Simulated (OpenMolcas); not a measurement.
# Ni3+, Pd3+, Pt3+: d⁷ down the group

```json
{
 "Program": "OpenMolcas",
 "Method": "SS-RASPT2, IPEA 0.25 Eh, imaginary shift 0.1 Eh",
 "Basis": "ANO-RCC-VTZP",
 "Scalar Hamiltonian": "DKH2, point nucleus",
 "Spin-orbit coupling": "state interaction with AMFI integrals over the reference wave functions, term energies averaged over their components"
}
```

Active space for each ion: 7 electrons in 9 orbitals (RAS2 d s; RAS3 p, at most 2 electrons); closed shells correlated by CASPT2: Ni3+ 3s 3p; Pd3+ 4s 4p; Pt3+ 5s 5p.

Computed levels in cm-1 above ⁴F_9/2:

```csv
Level,Ni3+,Pd3+,Pt3+
⁴F_7/2,1236,2940,10270
⁴P_5/2,18220,13270,16920
⁴P_1/2,19130,15100,20510
²G_9/2,19770,15280,19270
²G_7/2,20950,18090,25960
²P_1/2,24180,21530,34460
²H_11/2,27080,20780,25820
²D_5/2(1),27090,21700,29980
²H_9/2,28150,23750,36560
weight of ⁴F in the lowest level (%),100,97,83
```

Mixed levels, with the weight of the term that names them: Pt3+ ⁴P_5/2 (71 %), Pt3+ ⁴P_1/2 (70 %), Pt3+ ²G_9/2 (58 %), Pt3+ ²P_1/2 (70 %), Pt3+ ²D_5/2(1) (69 %), Pt3+ ²H_9/2 (72 %).

Measured, with the error of the calculation in %. Measured levels: Ni3+ from Corliss and Sugar, J. Phys. Chem. Ref. Data 10, 197 (1981).

| Level | Ni3+ |
| --- | --- |
| ⁴F_7/2 | 1190 (+3.9) |
| ⁴P_5/2 | 18119 (+0.5) |
| ⁴P_1/2 | 18958 (+0.9) |
| ²G_9/2 | 19830 (-0.3) |
| ²G_7/2 | 20948 (0) |
| ²P_1/2 | 24651 (-1.9) |
| ²H_11/2 | 26649 (+1.6) |
| ²D_5/2(1) | 27096 (0) |
| ²H_9/2 | 27678 (+1.7) |

The fine-structure level ⁴F_7/2 changes by a factor of 8.31 from Ni3+ to Pt3+.

Without spin-orbit coupling ⁴P lies 17410, 11390, 9010 cm-1 above ⁴F in that order; the difference to the level ⁴P_5/2, of either sign, comes from spin-orbit coupling, which also lowers the zero.

CASPT2 does not keep the components of a term degenerate, so their means are used; among the terms shown or strongly mixed into the levels shown the widest spread is 630 cm-1 (4d⁷ ⁴F, Pd3+). Some high roots are left out of the spin-orbit mixing, which shifts the levels that they would mix with. Terms from blocks run as CI alone lack orbitals of their own. The CASPT2 spread within a term exceeds the gap to the next term for 3d⁷ ²H and 3d⁷ ²D(1), so the order of their levels is uncertain (holds for Ni3+). Measured partners are found by configuration, term and J. A level has none where our copy of the source lacks it or the pairing is in doubt (some pairs that miss far off the trend of their configuration count as doubtful), and it then counts in no deviation. Levels of configurations outside the active space are missing.

A number in round brackets counts repeated terms of one configuration in the order of the reference energies.
